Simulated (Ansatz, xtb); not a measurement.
# C3H10BN: which of two isomers lies lower

We compare a, `BC[C@@H](C)N`, a singlet, with b, `BCCCN`, a singlet. Both are isolated molecules in the gas phase, relaxed with B3LYP/def2-SVP; each stands in its lowest conformer found.

Quicker runs give these differences E(b) − E(a): GFN2-xTB +2.1 kcal/mol; HF/STO-3G +1.0 kcal/mol (at GFN2-xTB geometries); r2SCAN-D4/def2-SVP +2.6 kcal/mol (at GFN2-xTB geometries).

**Question.** Estimate E(b) − E(a) at the level CCSD(T)/def2-SVP + ΔMP2/def2-TZVPP.

**Answer.** Calculated at CCSD(T)/def2-SVP + ΔMP2/def2-TZVPP: E(b) − E(a) = +3.0 kcal/mol, so structure a lies lower.

The same difference at several levels:

```
                             level        geometry  E(b) − E(a) (kcal/mol)  departure from the last row (kcal/mol)  job, with rough time for the two
                          GFN2-xTB        GFN2-xTB                      +2.1                                    −0.8              optimisation, 0.12 s
                         HF/STO-3G        GFN2-xTB                      +1.0                                    −2.0              single point, 0.28 s
                r2SCAN-D4/def2-SVP        GFN2-xTB                      +2.6                                    −0.4               single point, 2.2 s
                    B3LYP/def2-SVP  B3LYP/def2-SVP                      +1.6                                    −1.3                optimisation, 33 s
                       HF/def2-SVP  B3LYP/def2-SVP                      +1.6                                    −1.4           part of the CCSD(T) run
                      MP2/def2-SVP  B3LYP/def2-SVP                      +3.1                                    +0.1           part of the CCSD(T) run
                  CCSD(T)/def2-SVP  B3LYP/def2-SVP                      +2.9                                    −0.1                      single point
CCSD(T)/def2-SVP + ΔMP2/def2-TZVPP  B3LYP/def2-SVP                      +3.0                                                        single point, 23 s
```

As drawn, both hold the same kinds of bond in the same numbers. Structure a has 1 methyl group, b 0.

None of the levels shown reverses the order. The largest departure from CCSD(T)/def2-SVP + ΔMP2/def2-TZVPP is that of HF/STO-3G, 2.0 kcal/mol. The last row adds to CCSD(T) the change of the MP2 difference between the two basis sets, here +0.1 kcal/mol.

With thermal terms from frequencies at re-optimised GFN2-xTB minima (ideal gas, soft modes damped towards free rotors, one conformer each, 298.15 K, 1 atm): on the last row, ΔE + ΔZPE = +3.3, ΔH = +3.3, ΔG = +3.0 kcal/mol.

The correlated steps freeze 5 core orbitals. Mirror images aren't counted in ΔG. Programs: Ansatz 0.2.0, xtb 6.7.1; the last row on 2 threads of Intel(R) Xeon(R) 6975P-C (Granite Rapids) on a shared host.
